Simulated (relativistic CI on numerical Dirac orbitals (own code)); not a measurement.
# Crystal-field levels of Dy4+, 4f8

Calculated by Dirac-Coulomb-Breit CI, KLI orbitals optimised for each configuration, QED by a radiative potential, valence Slater integrals scaled by 0.75, one configuration in a parametric crystal field (own radial code).

Field parameters in Wybourne normalisation; cubic f-shell fields have B⁴₄ = √(5/14) B⁴₀ and B⁶₄ = −√(7/2) B⁶₀. The field is a parameter set, without covalency.

S and J are read from ⟨S²⟩ = S(S + 1) and ⟨J²⟩ = J(J + 1) of each level; they are not fictitious spins.

Oh, B40 = -3450, B60 = -800 cm⁻¹, the lowest 10 levels:

```
E (cm⁻¹)  Degeneracy  Irrep     S     J
     0.0           2      E  2.94  5.97
    36.4           3     T2  2.94  5.96
     232           1     A2  2.94  5.96
     482           3     T2  2.94  5.94
     627           3     T1  2.94  5.94
     766           1     A1  2.94  5.96
    2643           3     T1  2.96  4.95
    2804           2      E  2.96  4.94
    3113           3     T2  2.96  5.04
    3408           3     T1  2.96  4.97
```

Oh, B40 = -4180, B60 = -830 cm⁻¹, the lowest 16 levels:

| E (cm⁻¹) | Degeneracy | Irrep | S | J |
| --- | --- | --- | --- | --- |
| 0.0 | 2 | E | 2.94 | 5.96 |
| 40.7 | 3 | T2 | 2.94 | 5.96 |
| 265 | 1 | A2 | 2.94 | 5.95 |
| 553 | 3 | T2 | 2.94 | 5.91 |
| 728 | 3 | T1 | 2.94 | 5.92 |
| 905 | 1 | A1 | 2.94 | 5.94 |
| 2663 | 3 | T1 | 2.96 | 4.94 |
| 2838 | 2 | E | 2.96 | 4.92 |
| 3285 | 3 | T2 | 2.95 | 5.05 |
| 3578 | 3 | T1 | 2.96 | 4.98 |
| 3826 | 3 | T2 | 2.92 | 3.94 |
| 4593 | 1 | A1 | 2.92 | 3.94 |
| 4775 | 3 | T1 | 2.92 | 4.02 |
| 4847 | 2 | E | 2.92 | 4.02 |
| 5567 | 3 | T2 | 2.93 | 3.06 |
| 5619 | 1 | A2 | 2.93 | 3.09 |

The next free-ion level lies 2565 cm⁻¹ above the lowest; the field splits the ground level into components whose J stays near 6 as long as their spread is small against that gap.

Levels of this model without a field, named by their leading LS term (the scale mimics covalency, so terms lie below those of the real free ion): 7F_6 0, 7F_5 2565, 7F_4 3920, 7F_3 5107, 7F_2 5910, 7F_1 6465, 7F_0 6730, 5D_4 18170 cm⁻¹.
